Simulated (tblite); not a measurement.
Species: C4H13ClGaN.
SMILES with atom numbers: `[CH3:1][C:2]([CH3:3])([CH3:4])[Ga@@H-:5]([NH3+:6])[Cl:7]` (hydrogens: H8, H9, H10 on C1; H11, H12, H13 on C3; H14, H15, H16 on C4; H17 on Ga5; H18, H19, H20 on N6)

Computed with GFN2-xTB (tblite), gas phase: L-BFGS steps from a force-field or distance-geometry start until the largest atomic force falls under 0.01 eV/Å.

Step 14: E = -650.9197 eV
```
atom  x, y, z in Å  |  force x, y, z in eV/Å
C1     -0.3584    0.0470    1.6726    0.011   0.027   0.049
C2     -0.6594   -0.0574    0.1769   -0.041  -0.040   0.046
C3     -1.9975    0.6301   -0.1146   -0.069   0.049  -0.030
C4     -0.7405   -1.5281   -0.2318    0.002  -0.059  -0.017
Ga5     0.6852    1.0259   -0.9875   -0.065  -0.021   0.164
N6      2.6278    0.0407   -0.4341    0.020   0.014  -0.001
Cl7     0.6680    0.7404   -3.0709    0.073   0.034   0.017
H8      0.5723   -0.4642    1.9242    0.011  -0.020  -0.019
H9     -1.1556   -0.3976    2.2743   -0.009   0.013  -0.084
H10    -0.2606    1.0937    1.9623    0.016   0.035   0.000
H11    -2.8431    0.1983    0.4275    0.111  -0.080   0.050
H12    -1.9209    1.6875    0.1547   -0.054   0.048  -0.005
H13    -2.2087    0.5683   -1.1853   -0.066   0.010  -0.033
H14     0.1939   -2.0473   -0.0070    0.019   0.015   0.011
H15    -0.9231   -1.6090   -1.3045   -0.007   0.001  -0.030
H16    -1.5443   -2.0554    0.2891    0.003   0.100   0.001
H17     1.0722    2.4949   -0.4953    0.006  -0.147  -0.070
H18     2.5665   -0.9567   -0.6404    0.050   0.098   0.014
H19     3.3972    0.4380   -0.9718   -0.025  -0.051   0.038
H20     2.8239    0.1617    0.5586    0.014  -0.026  -0.101
```

Step 15: E = -650.9244 eV
```
atom  x, y, z in Å  |  force x, y, z in eV/Å
C1     -0.3604    0.0475    1.6715    0.013   0.027   0.062
C2     -0.6607   -0.0549    0.1745   -0.099  -0.096   0.103
C3     -2.0030    0.6280   -0.1122   -0.073   0.048  -0.025
C4     -0.7427   -1.5274   -0.2312   -0.001  -0.072  -0.022
Ga5     0.6828    1.0291   -0.9833   -0.010  -0.080   0.072
N6      2.6368    0.0416   -0.4360   -0.034   0.031  -0.009
Cl7     0.6866    0.7504   -3.0705    0.057   0.026   0.041
H8      0.5689   -0.4672    1.9241   -0.006  -0.005  -0.027
H9     -1.1598   -0.3955    2.2735    0.015   0.027  -0.109
H10    -0.2600    1.0942    1.9625    0.016   0.020  -0.002
H11    -2.8442    0.1928    0.4347    0.122  -0.080   0.043
H12    -1.9310    1.6856    0.1575   -0.047   0.051  -0.010
H13    -2.2214    0.5649   -1.1813   -0.052   0.012  -0.034
H14     0.1911   -2.0483   -0.0039    0.002   0.030   0.005
H15    -0.9252   -1.6124   -1.3039    0.001   0.011  -0.022
H16    -1.5486   -2.0537    0.2898    0.030   0.123  -0.006
H17     1.0836    2.4892   -0.5081    0.007  -0.080  -0.025
H18     2.5684   -0.9551   -0.6443    0.070   0.116   0.026
H19     3.4066    0.4384   -0.9747   -0.048  -0.070   0.068
H20     2.8271    0.1635    0.5581    0.034  -0.040  -0.130
```

Task: Estimate the geometry and energy of step 16. (The exact step hangs on the optimiser's Hessian estimate; all steps are aligned on step 15, rigid shifts and turns removed.)

Result: E = -650.9292 eV, largest force 0.189 eV/Å
```
atom  x, y, z in Å  |  force x, y, z in eV/Å
C1     -0.3621    0.0487    1.6713    0.008   0.018   0.040
C2     -0.6638   -0.0536    0.1735   -0.116  -0.101   0.109
C3     -2.0096    0.6268   -0.1103   -0.047   0.025  -0.008
C4     -0.7448   -1.5276   -0.2311   -0.005  -0.044  -0.018
Ga5     0.6815    1.0295   -0.9764    0.029  -0.131  -0.044
N6      2.6446    0.0436   -0.4384   -0.089   0.049  -0.022
Cl7     0.7065    0.7613   -3.0690    0.040   0.015   0.073
H8      0.5655   -0.4705    1.9234   -0.022   0.012  -0.029
H9     -1.1641   -0.3930    2.2708    0.022   0.031  -0.096
H10    -0.2589    1.0954    1.9628    0.016   0.001  -0.005
H11    -2.8430    0.1854    0.4432    0.102  -0.070   0.036
H12    -1.9426    1.6848    0.1603   -0.039   0.035  -0.017
H13    -2.2357    0.5617   -1.1781   -0.033   0.013  -0.017
H14     0.1886   -2.0487   -0.0007   -0.014   0.038  -0.001
H15    -0.9273   -1.6158   -1.3040    0.011   0.019  -0.008
H16    -1.5528   -2.0495    0.2907    0.036   0.108  -0.006
H17     1.0951    2.4812   -0.5219    0.013  -0.004   0.027
H18     2.5714   -0.9517   -0.6480    0.076   0.089   0.025
H19     3.4154    0.4379   -0.9768   -0.045  -0.062   0.070
H20     2.8309    0.1649    0.5556    0.055  -0.041  -0.107
```

The energy changes by -0.0047 eV. The first-order estimate −F·Δx gives -0.0066 eV and the mean of the old and new forces, exact on a quadratic surface, -0.0048 eV. The step makes an angle of 69° with the force vector and moves no atom by more than 0.023 Å.

The cost below is that of the whole relaxation. On Arm Neoverse N1, one thread, shared host, this took 0.88 s wall.
